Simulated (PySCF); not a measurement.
# C$_{5}$H$_{6}$N$_{2}$O: full NMR table

```
Formula                 : C5H6N2O
SMILES                  : COc1ccnnc1
InChI                   : InChI=1S/C5H6N2O/c1-8-5-2-3-6-7-4-5/h2-4H,1H3
Degrees of unsaturation : 4
Carbon signals          : 5
Proton signals          : 4
```

Bonds (- single, = double, # triple, : aromatic): C1-O2 1.411 Å, O2-C3 1.345 Å, C3:C4 1.389 Å, C4:C5 1.393 Å, C5:N6 1.317 Å, N6:N7 1.303 Å, N7:C8 1.309 Å, C8:C3 1.410 Å. C1 carries H9, H10, H11; C4 carries H12; C5 carries H13; C8 carries H14.

No solvent model, one conformer, non-relativistic Hamiltonian, fast rotation and ring inversion assumed for equivalent nuclei. GFN2-xTB structure; NMR shieldings at PBE0/pcSseg-1/GIAO; PySCF.

Scale: ¹H (σ = 31.72 ppm) and ¹³C (σ = 186.93 ppm) against TMS; NH3 for ¹⁵N (σ = 267.73 ppm); H2O for ¹⁷O (σ = 336.08 ppm) (reference shieldings calculated alike).

```tsv
carbon	δC, type	δH (multiplicity)	HMBC from (2–3 bonds)	span of the C tensor (ppm)
C1	55.2, CH3	3.96 (s)	–	76
C3	163.9, C	–	H14, H13, H12, H9/H10/H11	195
C4	108.6, CH	6.57 (d)	H14, H13	201
C5	154.6, CH	9.29 (d)	H12	239
C8	148.6, CH	9.33 (s)	H12	214
```

Other nuclei:
```csv
atoms,nucleus,environment,δ (ppm),σ (ppm)
N7,¹⁵N,pyridine-type ring nitrogen,464.8,-197.0
N6,¹⁵N,pyridine-type ring nitrogen,433.2,-165.5
O2,¹⁷O,ether oxygen,108.1,228.0
```

- Carbon types of the structure: 1 × C, 3 × CH, 1 × CH3, which accounts for all hydrogens.
- δC 163.9: aromatic carbon bearing oxygen; the electronegative substituent deshields the carbon that carries it.
- δC 154.6, 148.6: aromatic CH next to a ring nitrogen; the adjacent pyridine-type nitrogen withdraws density from it.
- δC 108.6: aromatic CH; resonance donation from the substituent shields this position.
- δH 9.33, 9.29: hydrogen on an aromatic CH next to a ring nitrogen; ring current plus the neighbouring ring nitrogen.
- δH 6.57: hydrogen on an aromatic CH; ortho or para to a lone-pair donor, hence upfield of benzene.

Shifts are as computed. Against solution values, carbons near 30 ppm lie about +3 ppm off and those near 130 ppm about +5 ppm. Of 1211 compounds with measured shifts, 218 miss one by over three times the rms of a fit or turn the order of signals round; such compounds aren't used in these exercises. Experimental scales use liquid or dissolved standards, which lie at an offset from isolated NH3 (liquid NH3: subtract about 20 ppm) and H2O (liquid H2O: subtract about 36 ppm). Unscaled 15N shifts of sp2 nitrogen come out 20 to 40 ppm too high even then. Multiplicities follow the n + 1 count of equivalent neighbours, as no J values were calculated; m marks all less simple cases, F and P coupling included.
